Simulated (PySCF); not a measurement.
**Correlation energy of Hf (hafnium, neutral)**

Starting occupation: [Xe] 4f14 5d3 6s1, 5d5/2 with m_j = +1/2, +3/2, +5/2, 6s1/2 with m_j = +1/2. Computed with PySCF 2.14 in x2c-SVPall-2c with one added diffuse shell each of s, d type (8s9p10d2f, 99 functions), with X2C-1e with screened-nucleus spin-orbit coupling, Gaussian nucleus. Frozen: [Kr] 4d10 4f14; 12 electrons correlated; the 32 highest virtual spinors left out.

MP2 pair energies summed by pair of shells (mhartree):

```csv
pair,energy,share (%)
5p-5p,-68.96,51.1
5d-5p,-33.18,24.6
5d-5d,-10.90,8.1
5d-6s,-6.16,4.6
5p-6s,-5.83,4.3
5p-5s,-4.62,3.4
5s-5s,-2.90,2.2
5d-5s,-2.00,1.5
5s-6s,-0.38,0.3
```

Total MP2 correlation energy: -134.94 mhartree.

The GHF reference relaxed away from the jj start to a determinant that is no pure jj level (⟨S²⟩ = 5.98, ⟨J²⟩ = 30.01); the energies belong to that determinant.

This basis was not built for core-valence correlation, so the inner-shell part is incomplete.
